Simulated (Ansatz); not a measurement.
Consider the homolysis of the Ga–Si bond: `N[SiH2][GaH2]` → `[GaH2]`• + `N[SiH2]`•.

Gas-phase electronic energies from Ansatz, PBE0-D4/def2-TZVP geometries. CCSD(T)/CBS adds triple-zeta CCSD(T) − MP2 to the extrapolated MP2 energy (def2 sets, frozen cores). DFT in def2-TZVPP. HSE06 is defined as in plane-wave codes. No spin–orbit coupling; open shells (•) take unrestricted orbitals. For Ga outer-core shells are correlated without core-valence functions, which leaves a few kJ/mol of doubt a bond. Scalar relativity is left out up to krypton. Each species was taken in one conformer, which may not be the lowest.

CCSD(T)/CBS gives +72.3 kcal/mol.

Task: Another level gave +67.0 kcal/mol. Which?
A. LC-ωPBE/def2-TZVPP
B. BLYP-D4/def2-TZVPP
C. r2SCANh-D4/def2-TZVPP
D. HSE06/def2-TZVPP

Result: A. LC-ωPBE 67.0, BLYP-D4 62.9, HSE06 65.4, r2SCANh-D4 64.4 kcal/mol.

Largest T1 diagnostic among the species: 0.015.

The D4 term adds +2.8 kcal/mol with B3LYP and +1.5 kcal/mol with PBE0; it sums over pairs of atoms, weighted by their polarisabilities, and B3LYP, whose exchange is more repulsive, gets the larger term. Leaving LDA and LC-ωPBE aside and taking each functional with its dispersion term where it has one, the values, not all of them listed here, spread over 7.9 kcal/mol, from BLYP-D4 to ωB97X-V. LDA lies +10.5 kcal/mol from PBE without D4, its usual overbinding. From BLYP to BHLYP (50 % exact exchange), in def2-TZVPP and without D4, ΔE moves by +4.2 kcal/mol.

B3LYP here is the variant with VWN-RPA as its local correlation; programs differ in this.
